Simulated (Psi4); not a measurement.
Pair of molecules: CH4O (SMILES CO) (first 6 atoms) with C2H6O (SMILES COC); geometry from B3LYP-D3(BJ)/def2-TZVP, rigid monomers moved along the line of their centres of mass till H6···O8 is 2.58 Å.
(charge 0, multiplicity 1):
```xyz
15

C      0.136    -0.072    -0.244
O      0.376     0.920     0.736
H      0.789    -0.945    -0.122
H      0.343     0.372    -1.218
H     -0.905    -0.418    -0.240
H      0.202     0.535     1.611
C     -1.129     0.455     4.767
O     -0.100    -0.217     4.063
C      1.129    -0.236     4.768
H     -0.857     1.498     4.964
H     -1.340    -0.044     5.719
H     -2.019     0.429     4.141
H      1.486     0.781     4.966
H      1.853    -0.753     4.142
H      1.025    -0.769     5.720
```

Method: SAPT0/jun-cc-pV(D+d)Z run with Psi4.

**Question.** Give the four SAPT terms and the total, and say what mostly holds the pair together.

**Answer.** electrostatics -148.0, exchange 31.2, induction -17.8, dispersion -29.5, total -164.2 meV; the largest attraction is electrostatics.
